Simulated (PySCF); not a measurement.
## Relaxation of doublet IrH6

Level of theory: UPBE0/[Ir def2-TZVP with ECP60, H def2-TZVP], scalar-relativistic core potentials, density fitting, no spin–orbit coupling, PySCF. A (50,194) grid was used.

A start at or just off a symmetric point, pushed along the force that breaks its symmetry, of C2v symmetry, free to break it:

```xyz
7
charge 0 multiplicity 2, angstrom
Ir    0.0022    0.0000    0.0000
H     1.1765    0.0000    1.1080
H    -0.6914    0.9780    1.0768
H    -0.6913   -0.9780    1.0768
H     1.1765    0.0000   -1.1080
H    -0.6914    0.9780   -1.0768
H    -0.6913   -0.9780   -1.0768
```

Optimiser trace:
```
step  E − E(last) (kJ/mol)  largest gradient (Eh/bohr)
   0                142.47                     0.01096
   1                128.19                     0.00690
   2                118.16                     0.00688
   3                115.48                     0.00839
   4                106.62                     0.01987
   5                 52.55                     0.03220
   6                 24.92                     0.03349
   7                 10.50                     0.02969
   8                  4.75                     0.01384
   9                  0.93                     0.00369
  10                  0.41                     0.00273
  11                  0.21                     0.00117
  12                  0.08                     0.00079
  13                  0.01                     0.00048
  14                  0.00                     0.00013
  15                  0.00                     0.00005
```

It ends at C2v with H–H 0.841 Å (×2), Ir–H 1.594 Å (×2), Ir–H 1.792 Å (×4); H–H–Ir 76.4° (×4), H–Ir–H 27.1° (×2), H–Ir–H 84.5°, H–Ir–H 90.2° (×2), H–Ir–H 90.9° (×4), H–Ir–H 96.6° (×2), H–Ir–H 165.7° (×4). A frequency run shows 2 imaginary modes, down to 351i cm⁻¹, so it is a higher-order saddle point. Other isomers or separated fragments may lie lower.

Open d and f shells are described by one determinant, and the ground state may have another occupation or spin. No spin–orbit coupling is included, which matters more the heavier the element.
